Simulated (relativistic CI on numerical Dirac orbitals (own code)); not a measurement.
How well does a small relativistic CI reproduce Cu VI?

Method of calculation: Dirac-Coulomb-Breit CI, orbitals from a KLI potential per configuration, a model potential for QED, valence Slater integrals scaled by 0.85, P86 correlation energy added to each configuration (own radial code, finite nucleus).

CI space (outside the closed core [Ne]): 3s²3p⁶3d⁶, 3s²3p⁶3d⁵4s, 3s²3p⁵3d⁷, 3s²3p⁶3d⁵4p, 3s²3p⁶3d⁵4d, 3s²3p⁴3d⁸, 3s²3p⁶3d⁵5s, 3s²3p⁶3d⁵5p, 3s3p⁶3d⁷, 3s²3p⁶3d⁵4f, 3s²3p⁶3d⁴4s², 3s²3p⁶3d⁵5d, 3s²3p⁶3d⁵6s, 3s²3p⁶3d⁵6p, 3s²3p⁶3d⁵5f, 3s²3p⁶3d⁵5g, 3s²3p⁶3d⁴4s4p, 3s²3p⁶3d⁵6d, 3s²3p⁶3d⁴4p², 3s²3p⁶3d⁴4s4d, 3s²3p⁵3d⁶4s, 3p⁶3d⁸, 3s²3p⁶3d⁴4p4d, 3s²3p⁵3d⁶4p. Levels of other configurations are missing.

```
Configuration  Term (tabulated)  J  Measured (cm⁻¹)  Computed  Error  Purity (%)
    3s²3p⁶3d⁶                5D  4              0.0         0      0          99
    3s²3p⁶3d⁶                5D  3           1195.8      1177    -19          99
    3s²3p⁶3d⁶                5D  2           1986.8      1942    -44          99
    3s²3p⁶3d⁶                5D  1           2489.6      2428    -62          99
    3s²3p⁶3d⁶                5D  0           2733.4      2663    -70          99
    3s²3p⁶3d⁶               3P2  2          29285.0     25690  -3595          98
    3s²3p⁶3d⁶                3H  6          30417.6     29498   -920          99
    3s²3p⁶3d⁶              3H †  5          31009.2     30040   -970          94
    3s²3p⁶3d⁶              3H †  4          31287.6     30784   -504          75
    3s²3p⁶3d⁶               3P2  1          32684.9     29050  -3635          98
    3s²3p⁶3d⁶               3F2  4          32756.0     29514  -3242          69
    3s²3p⁶3d⁶               3F2  3          33295.8     30577  -2719          95
    3s²3p⁶3d⁶               3F2  2          33739.6     31000  -2740          99
    3s²3p⁶3d⁶               3P2  0          33867.8     30142  -3726          95
    3s²3p⁶3d⁶                3G  5          37378.1     35488  -1890          94
    3s²3p⁶3d⁶                3G  4          38468.9     36493  -1975          92
    3s²3p⁶3d⁶                3G  3          38907.4     36909  -1999          96
    3s²3p⁶3d⁶                1I  6          46405.8     44910  -1495          99
    3s²3p⁶3d⁶                3D  2          46714.2     43251  -3463          95
    3s²3p⁶3d⁶                3D  1          46848.3     43428  -3420          99
    3s²3p⁶3d⁶                3D  3          47119.1     43696  -3423          99
    3s²3p⁶3d⁶               1G2  4          47611.6     43719  -3893          96
    3s²3p⁶3d⁶               1S2  0          53786.6     47432  -6355          96
    3s²3p⁶3d⁶               1D2  2          54747.1     50242  -4505          94
    3s²3p⁶3d⁶                1F  3          64967.6     60631  -4336          97
    3s²3p⁶3d⁶               3P1  0          74712.0     68296  -6416          99
    3s²3p⁶3d⁶               3P1  1          75774.1     69360  -6414          99
    3s²3p⁶3d⁶               3F1  2          77145.0     70961  -6184          99
    3s²3p⁶3d⁶               3F1  4          77223.8     71089  -6135          98
    3s²3p⁶3d⁶               3F1  3          77467.9     71333  -6135          97
    3s²3p⁶3d⁶               3P1  2          77908.8     71476  -6433          99
    3s²3p⁶3d⁶               1G1  4          87505.9     81156  -6350          98
    3s²3p⁶3d⁶               1D1  2         117084.3    108100  -8985          99
  3s²3p⁶3d⁵4s                7S  3         250876.6    257340   6463          99
  3s²3p⁶3d⁵4s                5S  2         265639.1    271313   5674          99
  3s²3p⁶3d⁵4s                5G  6         299143.0    302705   3562          99
  3s²3p⁶3d⁵4s                5G  2         299250.6    302821   3570          99
  3s²3p⁶3d⁵4s                5G  5         299256.0    302819   3563          99
  3s²3p⁶3d⁵4s                5G  3         299282.1    302848   3566          99
  3s²3p⁶3d⁵4s                5G  4         299292.9    302856   3563          99
  3s²3p⁶3d⁵4s                3G  5         308997.5    312041   3043          99
  3s²3p⁶3d⁵4s                3G  3         309046.1    312107   3061          98
  3s²3p⁶3d⁵4s                3G  4         309110.8    312135   3024          98
  3s²3p⁶3d⁵4s                3I  5         322791.9    323599    807          98
  3s²3p⁶3d⁵4s                3I  6         322804.7    323610    805          98
  3s²3p⁶3d⁵4s                3I  7         322877.3    323671    794         100
  3s²3p⁶3d⁵4p               7P°  2         342225.2    349088   6863          98
  3s²3p⁶3d⁵4p               7P°  3         343276.6    350091   6815          97
  3s²3p⁶3d⁵4p               7P°  4         345137.1    351862   6725          99
  3s²3p⁶3d⁵4p               5P°  3         355259.2    361531   6272          97
  3s²3p⁶3d⁵4p               5P°  2         356131.2    362359   6228          98
  3s²3p⁶3d⁵4p               5P°  1         356674.0    362862   6188          99
  3s²3p⁶3d⁵4p               5G°  2         388191.7    392379   4187          92
  3s²3p⁶3d⁵4p               5G°  3         388236.1    392427   4191          86
  3s²3p⁶3d⁵4p               5G°  4         388312.3    392504   4192          83
  3s²3p⁶3d⁵4p               5G°  5         388442.1    392626   4184          81
  3s²3p⁶3d⁵4p               5G°  6         388707.5    392896   4188          85
  3s²3p⁶3d⁵4p               5H°  3         390618.2    394787   4169          88
  3s²3p⁶3d⁵4p               5H°  4         391198.1    395290   4091          76
  3s²3p⁶3d⁵4p               5D°  2         391986.5    398546   6560          60
  3s²3p⁶3d⁵4p               5H°  6         392593.6    396655   4062          85
  3s²3p⁶3d⁵4p               5H°  7         393090.2    397125   4035          99
  3s²3p⁶3d⁵4p               5D°  4         395407.1    400950   5543          77
```

Measured levels from Sugar and Musgrove, J. Phys. Chem. Ref. Data 19, 527 (1990); pairs were made by configuration, J and term (by order where the table uses no LS term), so strongly mixed levels may be paired wrongly.

Mean error by configuration (cm⁻¹): 3s²3p⁶3d⁶ -3686; 3s²3p⁶3d⁵4s 3192; 3s²3p⁶3d⁵4p 5205. Over the excited levels the mean absolute error is 4009 cm⁻¹ (62 of the 63 excited levels that our extract of the source holds in range could be paired, and the others can miss by more), and the median relative error of those above 1,000 cm⁻¹ is 2.2 %. † marks terms whose computed intervals miss the measured ones by more than a factor of 2.5, or configurations far off the rest, from wrong mixing, a near crossing or a doubtful label or measurement; they are left out of the means.
